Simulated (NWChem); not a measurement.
Species: CHAgO; SMILES [AgH]<-[C-]#[O+]

Program: NWChem. Coordinates come from a PBE0/def2-SVP optimisation. Not confirmed as a minimum by frequencies. def2 effective core potentials on Ag; no spin-orbit coupling. Ions are spin-unrestricted doublets at the neutral geometry; other ion states weren't tried.

For level PBE/def2-SVP:

```yaml
"−ε(HOMO) (eV)": 5.74
```

Question: How do the values read with level PBE0/def2-SVP instead?

Answer: 
| Property | Value |
|---|---|
| −ε(HOMO) (eV) | 6.66 |
